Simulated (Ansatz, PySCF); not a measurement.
Ligands exchanged one at a time, Si Br-NH2. Isolated molecules, 0 K electronic values unless said otherwise. One relaxed conformer stands for each flexible species; it need not be the lowest. Strings in code marks are SMILES.

Quantity: redistribution energy (mixed species minus the weighted end members), in kcal/mol.

Level 1: frozen-core CCSD(T)/cc-pVTZ // PBE0-D3(BJ)/def2-TZVP (Ansatz, an electronic-structure program)
Level 2: B3LYP-D3(BJ)/def2-TZVP // PBE0-D3(BJ)/def2-TZVP (PySCF)
Level 3: PBE-D3(BJ)/def2-TZVP // PBE0-D3(BJ)/def2-TZVP (PySCF)
Level 4: frozen-core MP2/cc-pVTZ // PBE0-D3(BJ)/def2-TZVP (Ansatz)

| species | level 1 | level 2 | level 3 | level 4 |
|---|---|---|---|---|
| 2 of 4 Br replaced by NH2: `Br[Si](N)(Br)N` | -6.63 | -6.28 | … | -6.53 |
| 1 of 4 Br replaced by NH2: `N[Si](Br)(Br)Br` | … | -2.60 | -2.45 | … |
| 3 of 4 Br replaced by NH2: `[Si](N)(N)(Br)N` | -4.43 | -4.78 | -4.67 | -4.34 |

Task: Some entries are withheld; supply them.

Result: 
- 2 of 4 Br replaced by NH2: `Br[Si](N)(Br)N`, level 3: -6.17
- 1 of 4 Br replaced by NH2: `N[Si](Br)(Br)Br`, level 1: -2.90
- 1 of 4 Br replaced by NH2: `N[Si](Br)(Br)Br`, level 4: -2.81
